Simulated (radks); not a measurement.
All-electron atom: Br4+ in [Ar] 3d10 4s2 4p0.5 5s0.5 (fractional occupations, a model configuration). All-electron calculation, scalar-relativistic Kohn-Sham, SOGGA, spin-polarised, spherical densities, finite nucleus; open shells are filled with parallel spins first; Fermi nuclear charge, rms radius 4.1629 fm. Program: a radial shooting solver on a logarithmic mesh with Libxc functionals.

Local quantities along the radius. ELF = 1/(1 + alpha^2) is the electron localisation function; alpha = (tau - tau_W)/tau_unif compares the Pauli kinetic energy density with that of the uniform gas (summed over spins); 4 pi r^2 rho is in e/bohr; s = |grad rho|/(2 (3 pi^2)^(1/3) rho^(4/3)) is the reduced gradient. tau is taken from the large components.

| r (bohr) | ELF | alpha | 4 pi r^2 rho | s |
|---|---|---|---|---|
| 0.003336 | 1.000 | 0.02085 | 3.841 | 0.4819 |
| 0.003852 | 1.000 | 0.02170 | 4.893 | 0.4747 |
| 0.004413 | 0.999 | 0.02274 | 6.120 | 0.4702 |
| 0.005097 | 0.999 | 0.02414 | 7.707 | 0.4677 |
| 0.005839 | 0.999 | 0.02581 | 9.518 | 0.4677 |
| 0.006744 | 0.999 | 0.02808 | 11.80 | 0.4699 |
| 0.007726 | 0.999 | 0.03082 | 14.33 | 0.4743 |
| 0.008923 | 0.999 | 0.03458 | 17.42 | 0.4815 |
| 0.01022 | 0.998 | 0.03922 | 20.69 | 0.4910 |
| 0.01181 | 0.998 | 0.04577 | 24.49 | 0.5042 |
| 0.01353 | 0.997 | 0.05415 | 28.27 | 0.5198 |
| 0.01562 | 0.996 | 0.06646 | 32.30 | 0.5403 |
| 0.0179 | 0.993 | 0.08297 | 35.93 | 0.5636 |
| 0.02067 | 0.988 | 0.1085 | 39.27 | 0.5930 |
| 0.02368 | 0.980 | 0.1446 | 41.67 | 0.6252 |
| 0.02735 | 0.960 | 0.2035 | 43.14 | 0.6634 |
| 0.03158 | 0.919 | 0.2973 | 43.31 | 0.7034 |
| 0.03618 | 0.840 | 0.4370 | 42.31 | 0.7372 |
| 0.04179 | 0.694 | 0.6639 | 40.31 | 0.7574 |
| 0.04788 | 0.519 | 0.9625 | 38.07 | 0.7444 |
| 0.05529 | 0.367 | 1.314 | 36.14 | 0.6769 |
| 0.06335 | 0.299 | 1.530 | 35.53 | 0.5611 |
| 0.07316 | 0.313 | 1.481 | 36.80 | 0.4209 |
| 0.08382 | 0.404 | 1.215 | 39.88 | 0.3242 |
| 0.0968 | 0.554 | 0.8965 | 44.45 | 0.2883 |
| 0.1109 | 0.686 | 0.6764 | 48.71 | 0.3091 |
| 0.1281 | 0.769 | 0.5485 | 51.39 | 0.3688 |
| 0.1467 | 0.789 | 0.5167 | 50.87 | 0.4461 |
| 0.1695 | 0.744 | 0.5861 | 46.73 | 0.5379 |
| 0.1942 | 0.612 | 0.7961 | 40.43 | 0.6126 |
| 0.2242 | 0.399 | 1.228 | 33.53 | 0.6266 |
| 0.2569 | 0.265 | 1.666 | 29.13 | 0.5200 |
| 0.2967 | 0.271 | 1.640 | 28.15 | 0.3280 |
| 0.3399 | 0.411 | 1.198 | 30.27 | 0.2197 |
| 0.3925 | 0.611 | 0.7984 | 33.49 | 0.2272 |
| 0.4497 | 0.731 | 0.6067 | 34.94 | 0.2994 |
| 0.5194 | 0.776 | 0.5375 | 33.06 | 0.4061 |
| 0.5998 | 0.759 | 0.5631 | 27.78 | 0.5338 |
| 0.6872 | 0.685 | 0.6780 | 21.14 | 0.6738 |
| 0.7936 | 0.530 | 0.9416 | 14.32 | 0.8338 |
| 0.9093 | 0.348 | 1.370 | 9.346 | 0.9589 |
| 1.05 | 0.225 | 1.856 | 5.985 | 0.9963 |
| 1.203 | 0.219 | 1.889 | 4.196 | 0.9504 |
| 1.389 | 0.326 | 1.439 | 3.063 | 0.9597 |
| 1.592 | 0.457 | 1.090 | 2.240 | 1.119 |
| 1.838 | 0.400 | 1.224 | 1.471 | 1.431 |
| 2.106 | 0.173 | 2.188 | 0.9044 | 1.741 |
| 2.432 | 0.072 | 3.582 | 0.5391 | 1.802 |
| 2.787 | 0.103 | 2.953 | 0.3719 | 1.577 |
| 3.218 | 0.345 | 1.377 | 0.2744 | 1.659 |
| 3.687 | 0.733 | 0.6036 | 0.1887 | 2.290 |
| 4.258 | 0.928 | 0.2788 | 0.1021 | 3.563 |
| 4.879 | 0.977 | 0.1541 | 0.04415 | 5.779 |
| 5.634 | 0.990 | 0.09897 | 0.01302 | 10.60 |
| 6.455 | 0.994 | 0.07959 | 0.002861 | 20.64 |
| 7.455 | 0.994 | 0.07815 | 0.0003766 | 47.14 |

On this mesh the ELF has minima near r = 0.063, 0.26, 1.2, 2.4 bohr, which separate the shells, and maxima near 0.15 (0.79), 0.52 (0.78), 1.6 (0.46).

Self-consistent cycle (total energy in hartree, residual of the potential): 1: -2588.660094, 1e+01; 2: -2596.512771, 6e+00; 3: -2599.647577, 6e-01; 4: -2599.691518, 6e-01; 5: -2599.729504, 1e-01; 6: -2599.731089, 2e-02; 7: -2599.731108, 5e-03; 8: -2599.731104, 3e-05; 9: -2599.731104, 1e-05; 10: -2599.731104, 4e-07; 11: -2599.731104, 5e-07; 12: -2599.731104, 1e-06; 13: -2599.731104, 5e-09.
